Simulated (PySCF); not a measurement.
CF2I, doublet, geometry from GFN2-xTB (all electrons, no relativity); HF/STO-3G run with PySCF.

PySCF was given this input:
```python
from pyscf import gto, scf

mol = gto.M(
    atom='''
F    -1.94047091   -1.04246775   -0.07111409
C    -1.27115926    0.02973402    0.32225778
F    -1.89743270    1.11662875   -0.10056321
I     0.79562430   -0.01595949   -0.00732926
''',
    basis='sto-3g',
    spin=1,
    verbose=4,
)

mf = scf.UHF(mol)
mf.kernel()
```

Problem. Predict the main parts of the log of this PySCF run.

Solution. 
```
PySCF version 2.14.0

[INPUT] verbose = 4
[INPUT] num. atoms = 4
[INPUT] num. electrons = 77
[INPUT] charge = 0
[INPUT] spin (= nelec alpha-beta = 2S) = 1
[INPUT] symmetry False subgroup None
[INPUT] Mole.unit = angstrom
[INPUT] Symbol           X                Y                Z      unit          X                Y                Z       unit  Magmom
[INPUT]  1 F     -1.940470910000  -1.042467750000  -0.071114090000 AA   -3.666958572586  -1.969978541192  -0.134386153698 Bohr   0.0
[INPUT]  2 C     -1.271159260000   0.029734020000   0.322257780000 AA   -2.402142862105   0.056189154382   0.608978945710 Bohr   0.0
[INPUT]  3 F     -1.897432700000   1.116628750000  -0.100563210000 AA   -3.585628142794   2.110122520315  -0.190036925107 Bohr   0.0
[INPUT]  4 I      0.795624300000  -0.015959490000  -0.007329260000 AA    1.503512025049  -0.030159065188  -0.013850294096 Bohr   0.0

nuclear repulsion = 316.115878968418
number of shells = 20
number of NR pGTOs = 126
number of NR cGTOs = 42
basis = sto-3g
ecp = {}

******** <class 'pyscf.scf.uhf.UHF'> ********
method = UHF
initial guess = minao
damping factor = 0
level_shift factor = 0
DIIS = <class 'pyscf.scf.diis.CDIIS'>
diis_start_cycle = 1
diis_space = 8
diis_damp = 0
SCF conv_tol = 1e-09
SCF conv_tol_grad = None
SCF max_cycles = 50
direct_scf = True
direct_scf_tol = 1e-13
number electrons alpha = 39  beta = 38
Set gradient conv threshold to 3.16228e-05
init E= -7062.31190703221

cycle= 1 E= -7083.93829634958  delta_E= -21.6  |g|= 0.428  |ddm|= 2.09
cycle= 2 E= -7084.09512264986  delta_E= -0.157  |g|= 0.171  |ddm|= 1.02
cycle= 3 E= -7084.11970077185  delta_E= -0.0246  |g|= 0.0493  |ddm|= 0.28
cycle= 4 E= -7084.12686418891  delta_E= -0.00716  |g|= 0.0213  |ddm|= 0.267
cycle= 5 E= -7084.12847388618  delta_E= -0.00161  |g|= 0.00938  |ddm|= 0.14
cycle= 6 E= -7084.12880229844  delta_E= -0.000328  |g|= 0.00353  |ddm|= 0.069
cycle= 7 E= -7084.12884774539  delta_E= -4.54e-05  |g|= 0.0012  |ddm|= 0.0246
cycle= 8 E= -7084.1288532829  delta_E= -5.54e-06  |g|= 0.000331  |ddm|= 0.0087
cycle= 9 E= -7084.12885366719  delta_E= -3.84e-07  |g|= 0.000124  |ddm|= 0.00204
cycle= 10 E= -7084.12885371584  delta_E= -4.87e-08  |g|= 3.74e-05  |ddm|= 0.000777
cycle= 11 E= -7084.12885371939  delta_E= -3.55e-09  |g|= 1.71e-05  |ddm|= 0.000175
cycle= 12 E= -7084.12885372022  delta_E= -8.31e-10  |g|= 4.8e-06  |ddm|= 9.55e-05
Extra cycle  E= -7084.12885372026  delta_E= -4e-11  |g|= 2.86e-06  |ddm|= 1.33e-05
converged SCF energy = -7084.12885372026  <S^2> = 0.75628516  2S+1 = 2.0062753
```
